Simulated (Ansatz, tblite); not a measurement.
Cost and result up the ladder for Sn₃H₈ (11 atoms). Charge 0, multiplicity 1. Geometry: PBE0-D4/def2-SVP.

```xyz
11

Sn    2.296   -0.105   -0.444
H     2.676    1.547   -0.700
H     3.630   -0.861    0.325
H     2.057   -0.846   -1.971
Sn   -0.015   -0.335    1.088
H     0.113    0.670    2.475
H    -0.171   -1.954    1.638
Sn   -2.285    0.360   -0.362
H    -3.703    0.215    0.592
H    -2.162    1.977   -0.915
H    -2.438   -0.667   -1.726
```

Ansatz on 4 threads of Arm Neoverse V2 on a shared host; xTB runs through tblite on one thread. Times are rough, summed over both states, and most runs start from the orbitals of an earlier one. PBE0-D4/def2-TZVP serves as the yardstick here, not as an exact answer. The other state is a triplet.

In the def2 sets Sn takes a core potential; there is no spin–orbit coupling. The xTB rows come from tblite.

xTB has no spin-polarisation term.

```tsv
level	functions	wall time	vertical triplet (eV)	difference from PBE0-D4/def2-TZVP (eV)
GFN2-xTB	35	0.008 s	3.63	-1.05
GFN1-xTB	43	0.01 s	4.50	-0.18
PBE-D4/def2-TZVP	198	6.8 s	4.37	-0.31
PBE0-D4/def2-TZVP	198	14 s	4.68	0.00
r2SCAN-D4/def2-TZVP	198	15 s	4.57	-0.11
```
